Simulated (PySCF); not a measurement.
**Dipole moment and polarisability of FeO4**

Compound: FeO4 (singlet state).
Structure used (PBE0-D3(BJ)/def2-SVP), in Å, numbered top down from 1:
```
atom  x, y, z in Å
Fe1   -0.0007    0.0001    0.0003
O2     0.0164   -0.0350    1.5537
O3     1.4582    0.0087   -0.5306
O4    -0.7351    1.2816   -0.4828
O5    -0.7389   -1.2555   -0.5407
```

Level: PBE0/def2-SVPD (PySCF), static field, nuclei fixed, core orbitals frozen in the response. The polarisability tensor in these axes (au):

```
x   45.22 -0.01  0.04
y   -0.01 45.27  0.01
z    0.04  0.01 45.27
```

Q: Give the principal values, the mean and the anisotropy Δα = √{½[(α1 − α2)² + (α2 − α3)² + (α1 − α3)²]}.

A: Principal values 45.19, 45.27 and 45.30 au; mean 45.25 au = 6.71 Å³ = 7.46 × 10⁻⁴⁰ C²·m²/J; Δα = 0.10 au (0 % of the mean). Point group Td makes the tensor isotropic, so any spread comes from the grid or from a geometry that is symmetric only within 0.08 Å.

Q: What is the dipole moment?

A: 0.00 D; point group Td allows none.

Q: Sum over states: ᾱ = Σ f/ω², ω in Eh. What share falls to these 15 lowest TDDFT singlets (eV, f)? 1.53, 0.0000; 1.53, 0.0000; 1.53, 0.0000; 2.23, 0.0046; 2.23, 0.0046; 2.23, 0.0046; 3.19, 0.0000; 3.19, 0.0000; 3.19, 0.0000; 3.48, 0.0008; 3.48, 0.0008; 3.48, 0.0008; 3.54, 0.0000; 3.55, 0.0000; 3.80, 0.0000.

A: They add up to 2.19 au, 4.8 % of the 45.25 au; the largest single term is 0.68 au, from the state at 2.23 eV. Terms in order: 0.00, 0.00, 0.00, 0.68, 0.68, 0.68, 0.00, 0.00, 0.00, 0.05, 0.05, 0.05, 0.00, 0.00, 0.00 au. Higher excitations give the rest. The strengths listed sum to 0.016.

Q: Find the Langevin capture rate constant for H3O+ (19.018 u) meeting this molecule (119.915 u), k = 2.342 × 10⁻⁹ cm³/s × √(α in Å³ / reduced mass in u).

A: The reduced mass is 16.41 u, so k = 1.50 × 10⁻⁹ cm³/s.

Q: Estimate the molar refractivity from the static electronic polarisability.

A: Lorentz–Lorenz: R = (4π/3)N_A α = 2.5225 cm³/(mol·Å³) × 6.71 Å³ = 16.9 cm³/mol, in the limit of long wavelengths.

Q: Refractivity n − 1 of an ideal gas of it at 350 K and 1 atm, from the electronic α?

A: N = p/kT = 2.0968 × 10¹⁹ cm⁻³, so n − 1 = 2π × N × 6.71 × 10⁻²⁴ cm³ = 884 × 10⁻⁶ at long wavelengths, for an ideal gas.

Isolated species at its PBE0-D3(BJ)/def2-SVP geometry, gas phase.
